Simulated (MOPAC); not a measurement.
Job for MOPAC: PM3 on CdGe, 2S+1 = 3, a spin state set in the input, which need not be the lowest, a point of a bond scan (R = 2.567 Å).

```
PM3 1SCF PRECISE CHARGE=0 UHF MS=1 THREADS=1
CdGe

Cd     0.00000000 1     0.00000000 1     0.00000000 1
Ge     0.00000000 1     0.00000000 1     2.56699300 1
```

The log:

```
*******************************************************************************
 **                                                                           **
 **                              MOPAC v23.2.5                                **
 **                                                                           **
 *******************************************************************************
 ** MOPAC's Digital Object Identifier: https://doi.org/10.5281/zenodo.6511958 **
 **                                                                           **
 ** Please cite the open-source release paper for use of this MOPAC version:  **
 ** J. E. Moussa and J. J. P. Stewart (2026)                                  **
 ** MOPAC: An open-source semiempirical molecular orbital program             **
 ** J. Open Source Softw., 11(119), 8025, https://doi.org/10.21105/joss.08025 **
 *******************************************************************************

                              PM3 CALCULATION RESULTS

 *******************************************************************************
 *  PM3        - The PM3 Hamiltonian to be used
 *  UHF        - UNRESTRICTED HARTREE-FOCK CALCULATION
 *
 *
 *
 *                 CHARGE ON SYSTEM = 0
 *
 *
 *
 *  MS=        - IN MECI, MAGNETIC COMPONENT OF SPIN =  1.0
 *  PRECISE    - TIGHTER CRITERIA TO BE USED
 *  1SCF       - DO 1 SCF AND THEN STOP
 *  THREADS=1  - MULTI-THREADING NOT USED
 *  T=         - A TIME OF 172800.0 SECONDS REQUESTED
 *  DUMP=N     - RESTART FILE WRITTEN EVERY 7200.0 SECONDS REQUESTED
 *******************************************************************************
PM3 1SCF PRECISE CHARGE=0 UHF MS=1 THREADS=1
 CdGe

   ATOM   CHEMICAL          X               Y               Z
  NUMBER   SYMBOL      (ANGSTROMS)     (ANGSTROMS)     (ANGSTROMS)

     1      Cd          0.00000000  *   0.00000000  *   0.00000000  *
     2      Ge          0.00000000  *   0.00000000  *   2.56699300  *



          CARTESIAN COORDINATES

    NO.       ATOM           X           Y           Z

     1        Cd          0.0000      0.0000      0.0000
     2        Ge          0.0000      0.0000      2.5670

 Ge: (PM3): J. J. P. STEWART, J. COMP. CHEM. 12, 320-341 (1991).
 Cd: (PM3): J. J. P. STEWART, J. COMP. CHEM. 12, 320-341 (1991).

           Empirical Formula: Cd Ge  =     2 atoms



      MOLECULAR POINT GROUP   :   C*v


          UHF CALCULATION, NO. OF ALPHA ELECTRONS =    4
                           NO. OF BETA  ELECTRONS =    2

 -------------------------------------------------------------------------------
 PM3 1SCF PRECISE CHARGE=0 UHF MS=1 THREADS=1
 CdGe



     1SCF WAS SPECIFIED, SO BFGS WAS NOT USED
     SCF FIELD WAS ACHIEVED


                              PM3 CALCULATION
                                                       MOPAC v23.2.5 Linux




          FINAL HEAT OF FORMATION =         26.73844 KCAL/MOL =     111.87363 KJ/MOL


          COSMO AREA              =         94.80 SQUARE ANGSTROMS
          COSMO VOLUME            =         81.24 CUBIC ANGSTROMS

          IONIZATION POTENTIAL    =          7.393388 EV
          ALPHA SOMO LUMO (EV)    =         -7.393  4.815
          BETA  SOMO LUMO (EV)    =         -8.312 -1.763
          NO. OF ALPHA ELECTRONS  =          4
          NO. OF BETA  ELECTRONS  =          2
          MOLECULAR WEIGHT        =        185.0000         POINT GROUP:  C*v

          MOLECULAR DIMENSIONS (Angstroms)

            Atom       Atom       Distance
           Ge     2   Cd     1     2.56699
           Ge     2   Cd     1     0.00000
           Cd     1   Ge     2     0.00000


          SCF CALCULATIONS        =          1





   ATOM   CHEMICAL          X               Y               Z
  NUMBER   SYMBOL      (ANGSTROMS)     (ANGSTROMS)     (ANGSTROMS)

     1      Cd          0.00000000  *   0.00000000  *   0.00000000  *
     2      Ge          0.00000000  *   0.00000000  *   2.56699300  *

                             CARTESIAN COORDINATES

   1   Cd        0.000000000     0.000000000     0.000000000
   2   Ge        0.000000000     0.000000000     2.566993000


           Empirical Formula: Cd Ge  =     2 atoms



      MOLECULAR POINT GROUP   :   C*v


          ALPHA EIGENVALUES
 -11.94493  -9.60855  -8.86116  -7.39339   4.81516  20.98184  21.12628  21.15825


           BETA EIGENVALUES
 -10.22223  -8.31234  -1.76290  -0.52731   7.01267  21.89622  22.00192  22.03310


              NET ATOMIC CHARGES AND DIPOLE CONTRIBUTIONS

  ATOM NO.   TYPE          CHARGE      No. of ELECS.   s-Pop       p-Pop
    1         Cd           0.602014        1.3980     1.39570     0.00229
    2         Ge          -0.602014        4.6020     0.08293     4.51909
 DIPOLE           X         Y         Z       TOTAL
 POINT-CHG.     0.000     0.000    -7.423     7.423
 HYBRID         0.000     0.000     0.397     0.397
 SUM            0.000     0.000    -7.026     7.026


          ATOMIC ORBITAL ELECTRON POPULATIONS

     Atom    s        px        py        pz
    1 Cd   1.39570   0.00032   0.00013   0.00184
    2 Ge   0.08293   1.99968   0.99987   1.51953


                    (SZ)    =    1.000000
                    (S**2)  =    2.012161


          ATOMIC ORBITAL SPIN POPULATIONS

    Atom   Total    s     px     py     pz
         Atomic
    1 Cd  0.5267  0.527 -0.000  0.000 -0.001
    2 Ge  1.4733 -0.001  0.000  1.000  0.474

 **********************
 *                    *
 * JOB ENDED NORMALLY *
 *                    *
 **********************




 == MOPAC DONE ==
```

The run finished.

Cost: roughly 0.020 core-seconds.
